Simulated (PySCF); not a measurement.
A structure optimised at PBE-D3(BJ)/def2-TZVP, used in a PySCF frequency run:

```
Hf
O 1 1.7861
O 1 1.9602 2 111.10
O 3 1.5250 1 67.11 2 -99.38
```
Charge 0, spin multiplicity 1.

**Question.** Write its SMILES, formula and point group.

**Answer.** [O]=[Hf]1[O][O]1, HfO₃, Cs

**Question.** What are its rotational constants (standard atomic weights)?

**Answer.** 9.9553, 3.9123, 3.5408 GHz
